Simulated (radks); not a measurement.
Problem. The mean radii <r> (bohr) of the occupied orbitals of an atom or ion are listed with their occupations. Calculated with a radial shooting solver on a logarithmic mesh with Libxc functionals: scalar-relativistic Kohn-Sham, PBEsol, spin-polarised, spherical densities, point nucleus.

orbital  occ.     <r>
1s          2  0.1582
2s          2  0.8991
2p          6  0.9813

Name the element and its charge. Open shells, if any, are filled with parallel spins first.

Solution. Z = 10, neon, charge 0: Ne in [Ne]. The 1s radius gives Z: for a bare nucleus <r> = (2 gamma + 1)/(2Z) with gamma = sqrt(1 - (Z/c)^2), 0.1497 bohr for Z = 10, and screening makes it slightly larger (0.1582 here). The occupations add up to 10, and the charge is Z minus that.
